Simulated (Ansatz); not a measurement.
**Molecular dynamics of C$_{3}$H$_{6}$Cl$_{2}$Si**

The input (input.yaml):

```yaml
crystal:
  periodic: [false, false, false]
  atoms:
    - { symbol: C, position_ang: [-0.882664, -0.889484, 1.421665] }
    - { symbol: Si, position_ang: [0.51599, -0.100955, 0.455487] }
    - { symbol: Cl, position_ang: [2.334143, -0.017852, 1.514943] }
    - { symbol: C, position_ang: [0.584632, -0.178518, -1.395203] }
    - { symbol: C, position_ang: [0.223499, 1.240667, -0.798382] }
    - { symbol: Cl, position_ang: [-1.443588, 1.924432, -1.162631] }
    - { symbol: H, position_ang: [-0.725922, -1.97558, 1.539894] }
    - { symbol: H, position_ang: [-1.830843, -0.725123, 0.879272] }
    - { symbol: H, position_ang: [-0.971225, -0.437911, 2.424667] }
    - { symbol: H, position_ang: [1.527206, -0.218413, -1.963846] }
    - { symbol: H, position_ang: [-0.237886, -0.703127, -1.908291] }
    - { symbol: H, position_ang: [0.983458, 2.026464, -0.973476] }
basis:
  gaussian: { orbitals: STO-3G }
hamiltonian:
  xc: pbe
md:
  timestep: 3.0
  n_steps: 40
  ensemble: nve
  temperature: 100.0
  initial_velocities: maxwell_boltzmann
  seed: 561637
scf:
  lower_state_search: "off"
```

Launched with:

```bash
$ ansatz run input.yaml --threads 1 --pin off --max-ram 2048MiB --backend cpu --events-out ev --progress --plain --runs-dir out
```

It starts from a relaxed structure.

Output, in part (step lines, the closing report, with atoms numbered from 0):

```
md step     0: t =     0.00 fs  T =   100.0 K  F+E_penalty+E_count = -35710.74404547 eV  E_kin = 0.129260 eV  conserved = -35710.61478547 eV  (14 SCF iters)
md step     1: t =     3.00 fs  T =    74.6 K  F+E_penalty+E_count = -35710.67663885 eV  E_kin = 0.096397 eV  conserved = -35710.58024206 eV  (18 SCF iters)
md step     2: t =     6.00 fs  T =    40.7 K  F+E_penalty+E_count = -35710.60168409 eV  E_kin = 0.052586 eV  conserved = -35710.54909840 eV  (18 SCF iters)
md step     3: t =     9.00 fs  T =    34.2 K  F+E_penalty+E_count = -35710.58280196 eV  E_kin = 0.044242 eV  conserved = -35710.53856005 eV  (18 SCF iters)
md step     4: t =    12.00 fs  T =    48.9 K  F+E_penalty+E_count = -35710.64938472 eV  E_kin = 0.063153 eV  conserved = -35710.58623210 eV  (18 SCF iters)
md step     5: t =    15.00 fs  T =    54.9 K  F+E_penalty+E_count = -35710.64636361 eV  E_kin = 0.070988 eV  conserved = -35710.57537533 eV  (18 SCF iters)
md step     6: t =    18.00 fs  T =    58.6 K  F+E_penalty+E_count = -35710.61022278 eV  E_kin = 0.075727 eV  conserved = -35710.53449548 eV  (18 SCF iters)
md step     7: t =    21.00 fs  T =    70.5 K  F+E_penalty+E_count = -35710.66406031 eV  E_kin = 0.091076 eV  conserved = -35710.57298466 eV  (18 SCF iters)
md step     8: t =    24.00 fs  T =    64.6 K  F+E_penalty+E_count = -35710.65849505 eV  E_kin = 0.083522 eV  conserved = -35710.57497278 eV  (18 SCF iters)
md step     9: t =    27.00 fs  T =    47.7 K  F+E_penalty+E_count = -35710.60406238 eV  E_kin = 0.061660 eV  conserved = -35710.54240284 eV  (18 SCF iters)
md step    10: t =    30.00 fs  T =    44.3 K  F+E_penalty+E_count = -35710.62512353 eV  E_kin = 0.057282 eV  conserved = -35710.56784157 eV  (19 SCF iters)
md step    11: t =    33.00 fs  T =    38.9 K  F+E_penalty+E_count = -35710.62276808 eV  E_kin = 0.050317 eV  conserved = -35710.57245066 eV  (18 SCF iters)
md step    12: t =    36.00 fs  T =    34.5 K  F+E_penalty+E_count = -35710.61207186 eV  E_kin = 0.044646 eV  conserved = -35710.56742600 eV  (18 SCF iters)
md step    13: t =    39.00 fs  T =    38.4 K  F+E_penalty+E_count = -35710.61909601 eV  E_kin = 0.049619 eV  conserved = -35710.56947689 eV  (18 SCF iters)
md step    14: t =    42.00 fs  T =    48.7 K  F+E_penalty+E_count = -35710.62843595 eV  E_kin = 0.062917 eV  conserved = -35710.56551919 eV  (18 SCF iters)
md step    15: t =    45.00 fs  T =    59.9 K  F+E_penalty+E_count = -35710.65776530 eV  E_kin = 0.077375 eV  conserved = -35710.58039055 eV  (18 SCF iters)
md step    16: t =    48.00 fs  T =    59.2 K  F+E_penalty+E_count = -35710.63531826 eV  E_kin = 0.076567 eV  conserved = -35710.55875130 eV  (18 SCF iters)
md step    17: t =    51.00 fs  T =    51.3 K  F+E_penalty+E_count = -35710.61730427 eV  E_kin = 0.066361 eV  conserved = -35710.55094329 eV  (18 SCF iters)
md step    18: t =    54.00 fs  T =    38.7 K  F+E_penalty+E_count = -35710.62792640 eV  E_kin = 0.050055 eV  conserved = -35710.57787138 eV  (18 SCF iters)
md step    19: t =    57.00 fs  T =    28.2 K  F+E_penalty+E_count = -35710.59312272 eV  E_kin = 0.036500 eV  conserved = -35710.55662233 eV  (18 SCF iters)
md step    20: t =    60.00 fs  T =    32.0 K  F+E_penalty+E_count = -35710.57109178 eV  E_kin = 0.041405 eV  conserved = -35710.52968642 eV  (18 SCF iters)
md step    21: t =    63.00 fs  T =    48.5 K  F+E_penalty+E_count = -35710.63903087 eV  E_kin = 0.062641 eV  conserved = -35710.57638959 eV  (18 SCF iters)
md step    22: t =    66.00 fs  T =    58.2 K  F+E_penalty+E_count = -35710.67852384 eV  E_kin = 0.075228 eV  conserved = -35710.60329618 eV  (18 SCF iters)
md step    23: t =    69.00 fs  T =    59.1 K  F+E_penalty+E_count = -35710.64200529 eV  E_kin = 0.076455 eV  conserved = -35710.56555073 eV  (18 SCF iters)
md step    24: t =    72.00 fs  T =    57.0 K  F+E_penalty+E_count = -35710.60620816 eV  E_kin = 0.073658 eV  conserved = -35710.53255062 eV  (18 SCF iters)
md step    25: t =    75.00 fs  T =    49.9 K  F+E_penalty+E_count = -35710.61506055 eV  E_kin = 0.064537 eV  conserved = -35710.55052379 eV  (18 SCF iters)
md step    26: t =    78.00 fs  T =    38.7 K  F+E_penalty+E_count = -35710.64970751 eV  E_kin = 0.050047 eV  conserved = -35710.59966075 eV  (18 SCF iters)
md step    27: t =    81.00 fs  T =    31.7 K  F+E_penalty+E_count = -35710.61487831 eV  E_kin = 0.041021 eV  conserved = -35710.57385776 eV  (18 SCF iters)
md step    28: t =    84.00 fs  T =    40.3 K  F+E_penalty+E_count = -35710.57538831 eV  E_kin = 0.052135 eV  conserved = -35710.52325332 eV  (18 SCF iters)
md step    29: t =    87.00 fs  T =    63.9 K  F+E_penalty+E_count = -35710.64230258 eV  E_kin = 0.082610 eV  conserved = -35710.55969287 eV  (18 SCF iters)
md step    30: t =    90.00 fs  T =    75.3 K  F+E_penalty+E_count = -35710.68471465 eV  E_kin = 0.097318 eV  conserved = -35710.58739623 eV  (18 SCF iters)
md step    31: t =    93.00 fs  T =    63.0 K  F+E_penalty+E_count = -35710.63560881 eV  E_kin = 0.081429 eV  conserved = -35710.55417936 eV  (18 SCF iters)
md step    32: t =    96.00 fs  T =    52.7 K  F+E_penalty+E_count = -35710.62056130 eV  E_kin = 0.068098 eV  conserved = -35710.55246281 eV  (18 SCF iters)
md step    33: t =    99.00 fs  T =    48.8 K  F+E_penalty+E_count = -35710.63943645 eV  E_kin = 0.063076 eV  conserved = -35710.57636010 eV  (18 SCF iters)
md step    34: t =   102.00 fs  T =    41.4 K  F+E_penalty+E_count = -35710.61953428 eV  E_kin = 0.053453 eV  conserved = -35710.56608106 eV  (19 SCF iters)
md step    35: t =   105.00 fs  T =    41.1 K  F+E_penalty+E_count = -35710.62005839 eV  E_kin = 0.053122 eV  conserved = -35710.56693661 eV  (18 SCF iters)
md step    36: t =   108.00 fs  T =    49.1 K  F+E_penalty+E_count = -35710.62550765 eV  E_kin = 0.063464 eV  conserved = -35710.56204355 eV  (18 SCF iters)
md step    37: t =   111.00 fs  T =    60.5 K  F+E_penalty+E_count = -35710.64772630 eV  E_kin = 0.078266 eV  conserved = -35710.56945993 eV  (18 SCF iters)
md step    38: t =   114.00 fs  T =    62.1 K  F+E_penalty+E_count = -35710.65152467 eV  E_kin = 0.080322 eV  conserved = -35710.57120303 eV  (18 SCF iters)
md step    39: t =   117.00 fs  T =    51.6 K  F+E_penalty+E_count = -35710.60429217 eV  E_kin = 0.066751 eV  conserved = -35710.53754145 eV  (18 SCF iters)
md step    40: t =   120.00 fs  T =    51.8 K  F+E_penalty+E_count = -35710.63341673 eV  E_kin = 0.066962 eV  conserved = -35710.56645428 eV  (18 SCF iters)
Total energy: -35710.63344413 eV, -1312.3415735352 hartree
Atom 0 at    -0.823012    -0.949904     1.509066 Å, force    -0.554088     1.465345    -1.522807 eV/Å
Atom 1 at     0.504312    -0.121559     0.442898 Å, force     0.113700    -0.563441     0.067231 eV/Å
Atom 2 at     2.301821    -0.003243     1.513866 Å, force     0.288651     0.060445     0.073285 eV/Å
Atom 3 at     0.574512    -0.160666    -1.435887 Å, force    -0.195187     0.019794     0.842214 eV/Å
Atom 4 at     0.213528     1.225606    -0.778686 Å, force     0.521203     1.105511    -0.414314 eV/Å
Atom 5 at    -1.418840     1.946443    -1.182017 Å, force    -0.367481     0.119039     0.001418 eV/Å
Atom 6 at    -0.704119    -2.012295     1.579705 Å, force     0.221113    -1.306740     0.013978 eV/Å
Atom 7 at    -1.809757    -0.718774     1.035658 Å, force     0.380139    -0.206645     0.374250 eV/Å
Atom 8 at    -0.798278    -0.520554     2.504193 Å, force    -0.034649     0.303328     0.707044 eV/Å
Atom 9 at     1.482091    -0.162091    -2.057135 Å, force     0.026598    -0.226144    -0.005195 eV/Å
Atom 10 at    -0.290447    -0.692623    -1.867053 Å, force     0.126063     0.067619    -0.277576 eV/Å
Atom 11 at     0.985622     2.045536    -0.918093 Å, force    -0.526063    -0.838110     0.140471 eV/Å
Dipole moment:    -0.118522    -0.388929    -0.001168 e Å
```

All steps were run. The conserved energy wandered by up to 7.6 meV per atom (net 4.0 meV per atom), which is poor conservation. The temperature averaged 0.51 of the 100 K drawn at the start: a run that starts near a minimum puts about half its kinetic energy into the potential. A step of 3 fs is long for free X–H stretches (periods near 10 fs) and can bias their spread and the temperature. A run of 0.12 ps of so small a system gives no equilibrium averages. Limits of this set-up: minimal basis.

The same pairs are bonded in the first frame and the last. Pairs count as bonded within 1.25 times the sum of covalent radii (0.12 Å more for H–H).

Last frame:

```xyz
12
Properties=species:S:1:pos:R:3
C -0.823 -0.950 1.509
Si 0.504 -0.122 0.443
Cl 2.302 -0.003 1.514
C 0.575 -0.161 -1.436
C 0.213 1.226 -0.779
Cl -1.419 1.946 -1.182
H -0.704 -2.012 1.580
H -1.810 -0.719 1.036
H -0.798 -0.521 2.504
H 1.482 -0.162 -2.057
H -0.290 -0.693 -1.867
H 0.986 2.046 -0.918
```

The run took 98 s on 1 thread of Arm Neoverse V1 (shared host), peak memory 0.088 GiB.
